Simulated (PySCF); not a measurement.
**NMR problem set**

[PySCF: J couplings at B3LYP/pcJ-1 (spin–dipole term left out of most H,H and C,H couplings); geometry: GFN2-xTB; shieldings: GIAO PBE0/pcSseg-1; in vacuum; one computed conformer; non-relativistic; averaged over atoms made equivalent by symmetry, fast rotation or ring inversion]

δ = σ(ref) − σ, references computed at the same level: ¹H (σ = 31.72 ppm) and ¹³C (σ = 186.93 ppm) vs TMS. Multiplet labels drop J under 1 Hz and among equivalent protons, and merge close values. Unscaled 3J(H,H) run several per cent high. Where no couplings were computed, multiplicities follow the n + 1 count of equivalent neighbours, and m marks all less simple cases (inequivalent or close neighbours, rings, F or P nearby). Shifts are as computed. Against solution values, carbons near 30 ppm lie about +3 ppm off and those near 130 ppm about +5 ppm (rms about the fit 2.1 ppm; single classes can miss by 10 ppm). Of 1328 compounds with measured shifts, 309 miss one by over three times the rms of a fit or turn the order of signals round; such compounds aren't used in these exercises. Signals without a measured value on file couldn't be tested in this way; 1H shifts scatter by 0.2 ppm about their fit, and single ones miss by 0.5 ppm. Across acyclic CH2–CH2 and CH–CH2 bonds, 3J(H,H) assumes equally populated rotamers. OH and NH positions are gas-phase values without hydrogen bonding to other molecules.

**Question.** C$_{2}$H$_{8}$N$_{2}$. ¹H NMR (300 MHz, computed): δ 2.51 (s, 4H), 0.45 (br s, 4H). ¹³C{¹H} NMR (computed): δ 56.2 (CH2). Identify the compound.

**Answer.** `NCCN`. The formula gives 0 degrees of unsaturation. 1 carbon signal for 2 carbons: some carbons are equivalent by symmetry or fast rotation. Carbon types of the structure: 2 × CH2, leaving 4 H on heteroatoms. δC 56.2: sp3 CH2 bonded to N; pulled downfield by the heteroatom. δH 2.51: hydrogen on an sp3 CH2 bonded to N; its carbon carries N, which withdraws density. δH 0.45: hydrogen on an amine nitrogen; exchangeable; this is the value without hydrogen bonding to other molecules.

**Question.** C$_{3}$H$_{6}$N$_{2}$Si. ¹H NMR (500 MHz, computed): δ 8.90 (m, 1H), 8.82 (m, 1H), 5.18 (t, 2H), 1.77 (t, 2H). ¹³C{¹H} NMR (computed): δ 177.2 (CH2), 122.1 (C), 1.1 (CH2). Give a structure.

**Answer.** SMILES C=N[SiH2]CC#N. The formula gives 3 degrees of unsaturation (no ring in the answer). 3 carbon signals for 3 carbons: no two carbons are equivalent. Carbon types of the structure: 1 × C, 2 × CH2, leaving 2 H on heteroatoms. δC 177.2: C=N carbon. δC 122.1: nitrile carbon; typical of a nitrile. δC 1.1: sp3 CH2 bonded to Si, α to a nitrile; an electropositive neighbour leaves it electron-rich and shielded. δH 8.90, 8.82: hydrogen on a C=N carbon.

This is the structure that produced the data.
